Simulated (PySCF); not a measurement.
Atomic charges against the basis set

C3H6ClNSi.
Z-matrix (Å and degrees, PBE0-D3(BJ)/def2-SVP geometry), rows numbered from 1:
```
C 
C   1  1.3381
Si  2  1.8529  1  122.29
Cl  3  2.0891  2  108.68  1  -128.19
N   3  1.7415  2  108.35  1    -7.15
C   5  1.2618  3  126.92  2  -123.78
H   1  1.0954  2  121.29  3    -0.37
H   1  1.0956  2  121.92  3   179.67
H   2  1.0975  1  119.15  3  -179.53
H   3  1.4860  2  113.65  1   113.29
H   6  1.1056  5  120.33  3   179.66
H   6  1.1099  5  123.88  3    -0.20
```

PBE0 throughout (PySCF), one geometry, spherical d and f functions. Isolated species at its PBE0-D3(BJ)/def2-SVP geometry (one conformer only). The first 7 of 12 kinds of atom are listed.

Mulliken charges (e):

```csv
basis,functions,C1,C2,Si3,Cl4,N5,C6,H7
STO-3G,44,-0.155,-0.253,+0.850,-0.370,-0.387,-0.041,+0.092
6-31G,74,-0.297,-0.431,+0.875,-0.337,-0.541,-0.112,+0.197
pcSseg-0,74,-0.346,-0.791,+1.280,-0.403,-0.805,-0.093,+0.242
6-31G*,104,-0.353,-0.317,+0.661,-0.315,-0.406,-0.145,+0.201
cc-pVDZ,122,-0.025,-0.217,+0.529,-0.273,-0.301,+0.073,+0.060
def2-SVP,122,-0.055,-0.295,+0.689,-0.295,-0.352,+0.053,+0.072
aug-cc-pVDZ,200,+0.686,+0.413,+0.716,-0.494,-0.464,+0.628,-0.407
"6-311+G(2d,p)",214,-0.285,-0.280,+0.853,-0.262,-0.481,-0.154,+0.149
def2-TZVP,234,-0.241,-0.252,+0.526,-0.278,-0.297,-0.095,+0.151
cc-pVTZ,272,-0.225,-0.214,+0.467,-0.269,-0.240,-0.044,+0.129
IGLO-III,288,-0.178,-0.365,+1.205,-0.414,-0.574,+0.010,+0.108
pcSseg-2,314,-0.070,-0.303,+0.836,-0.318,-0.456,+0.092,+0.079
```

IAO charges (e):

| basis | functions | C1 | C2 | Si3 | Cl4 | N5 | C6 | H7 |
| --- | --- | --- | --- | --- | --- | --- | --- | --- |
| STO-3G | 44 | -0.235 | -0.396 | +0.909 | -0.315 | -0.410 | -0.127 | +0.137 |
| 6-31G | 74 | -0.256 | -0.423 | +0.881 | -0.332 | -0.475 | -0.096 | +0.165 |
| pcSseg-0 | 74 | -0.239 | -0.435 | +0.901 | -0.328 | -0.484 | -0.076 | +0.158 |
| 6-31G* | 104 | -0.245 | -0.447 | +1.017 | -0.351 | -0.521 | -0.059 | +0.156 |
| cc-pVDZ | 122 | -0.251 | -0.442 | +1.012 | -0.347 | -0.512 | -0.062 | +0.155 |
| def2-SVP | 122 | -0.242 | -0.443 | +1.021 | -0.341 | -0.514 | -0.056 | +0.151 |
| aug-cc-pVDZ | 200 | -0.262 | -0.447 | +1.022 | -0.352 | -0.522 | -0.066 | +0.160 |
| 6-311+G(2d,p) | 214 | -0.261 | -0.456 | +1.049 | -0.353 | -0.533 | -0.064 | +0.160 |
| def2-TZVP | 234 | -0.260 | -0.460 | +1.063 | -0.354 | -0.535 | -0.063 | +0.159 |
| cc-pVTZ | 272 | -0.261 | -0.456 | +1.051 | -0.354 | -0.530 | -0.065 | +0.160 |
| IGLO-III | 288 | -0.263 | -0.458 | +1.056 | -0.350 | -0.535 | -0.065 | +0.160 |
| pcSseg-2 | 314 | -0.260 | -0.460 | +1.058 | -0.354 | -0.535 | -0.063 | +0.160 |

Hirshfeld charges (e):

```tsv
basis	functions	C1	C2	Si3	Cl4	N5	C6	H7
STO-3G	44	-0.043	-0.109	+0.568	-0.308	-0.240	+0.044	+0.032
6-31G	74	-0.056	-0.140	+0.375	-0.188	-0.244	+0.043	+0.052
pcSseg-0	74	-0.059	-0.142	+0.400	-0.175	-0.226	+0.038	+0.044
6-31G*	104	-0.056	-0.138	+0.356	-0.172	-0.234	+0.049	+0.050
cc-pVDZ	122	-0.064	-0.141	+0.373	-0.155	-0.214	+0.038	+0.045
def2-SVP	122	-0.066	-0.143	+0.374	-0.140	-0.219	+0.038	+0.045
aug-cc-pVDZ	200	-0.074	-0.153	+0.387	-0.143	-0.236	+0.030	+0.049
6-311+G(2d,p)	214	-0.070	-0.151	+0.382	-0.142	-0.239	+0.035	+0.049
def2-TZVP	234	-0.070	-0.149	+0.377	-0.141	-0.232	+0.034	+0.048
cc-pVTZ	272	-0.070	-0.146	+0.378	-0.146	-0.227	+0.034	+0.047
IGLO-III	288	-0.075	-0.150	+0.379	-0.127	-0.233	+0.028	+0.047
pcSseg-2	314	-0.072	-0.151	+0.386	-0.142	-0.236	+0.032	+0.049
```

**Question.** Which scheme is steadiest as the basis changes?

**Answer.** Largest range over the bases for any column: IAO 0.18 e, Hirshfeld 0.21 e, Mulliken 1.20 e. IAO charges move least and Mulliken charges most, counted in e. Without the minimal STO-3G basis the ranges are IAO 0.18, Hirshfeld 0.06, Mulliken 1.20 e.

**Question.** How much do the charges still move between the two largest bases, IGLO-III and pcSseg-2?

**Answer.** At most, over all atoms: Mulliken 0.369 e, IAO 0.004 e, Hirshfeld 0.015 e.

**Question.** What do the same runs give for the total energy, the frontier levels and the dipole moment?

**Answer.** 
```csv
basis,energy (Eh),HOMO (eV),LUMO (eV),μ (D)
STO-3G,-911.4374,-4.82,2.17,1.80
6-31G,-921.7624,-7.27,-1.00,1.74
pcSseg-0,-920.6484,-7.39,-1.15,1.61
6-31G*,-921.8737,-7.32,-0.90,1.55
cc-pVDZ,-921.9246,-7.29,-0.95,1.38
def2-SVP,-921.5539,-7.32,-1.02,1.20
aug-cc-pVDZ,-921.9400,-7.44,-1.25,1.32
"6-311+G(2d,p)",-921.9899,-7.48,-1.28,1.30
def2-TZVP,-922.0078,-7.42,-1.19,1.27
cc-pVTZ,-922.0108,-7.40,-1.13,1.31
IGLO-III,-922.0052,-7.43,-1.22,1.14
pcSseg-2,-922.0226,-7.47,-1.27,1.34
```

The dipole is fixed by the density alone, so its range of 0.66 D shows that the density itself changes with the basis, not only its division among atoms.
